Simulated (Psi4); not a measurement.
C₃H₉Al (SMILES [CH3][Al]([CH3])[CH3]), singlet, at a GFN2-xTB geometry (such geometries of metal compounds can be far from the true shape), with bond 12-10 at 2.0 times its length. Base run: TPSS/3-21G (Psi4).

Here is a job for Psi4.
```
memory 2 GB

molecule mol {
0 1
  Al    0.013776    0.005364    0.001119
  C    -1.367121   -1.423289   -0.177128
  H    -1.449591   -1.801698   -1.201667
  H    -2.369334   -1.074526    0.094358
  H    -1.151179   -2.287400    0.460506
  C    -0.160273    1.696227   -1.043094
  H     0.696765    1.872642   -1.701937
  H    -0.231015    2.580975   -0.401292
  H    -1.051819    1.697710   -1.679555
  C     1.568750   -0.257473    1.222865
  H     2.240815    0.607500    1.227244
  H     2.784158   -1.994811    0.672160
  H     1.263117   -0.423591    2.261461
}

set basis 3-21g
set reference rks

energy('tpss')
print_variables()
```

Variants of this job, named by their change:

| change | ΔE vs base (µEh) | SCF cycles | grid points | basis functions |
|---|---|---|---|---|
| base | 0.0 | 10 | 281032 | 58 |
| diis_max_vecs = 15 | 0.0 | 10 | 281032 | 58 |
| diis_max_vecs = 3 | 0.0 | 15 | 281032 | 58 |
| level_shift = 1.0 | 0.0 | 11 | 281032 | 58 |
| dft_pruning_scheme = robust | 0.0 | 10 | 193192 | 58 |
| guess = modhuckel | 0.0 | 12 | 281032 | 58 |
| d_convergence = 1e-8 | 0.0 | 13 | 281032 | 58 |
| dft_spherical_points = 974 | -2.4 | 10 | 903921 | 58 |
| puream = true | -126 | 10 | 281032 | 58 |
| scf_initial_accelerator = none | 0.0 | 10 | 281032 | 58 |
| dft_radial_scheme = multiexp | -7.3 | 10 | 292514 | 58 |
| damping_percentage = 50 | 4.8 | 76 | 281032 | 58 |
| d_convergence = 1e-10 | 0.0 | 15 | 281032 | 58 |
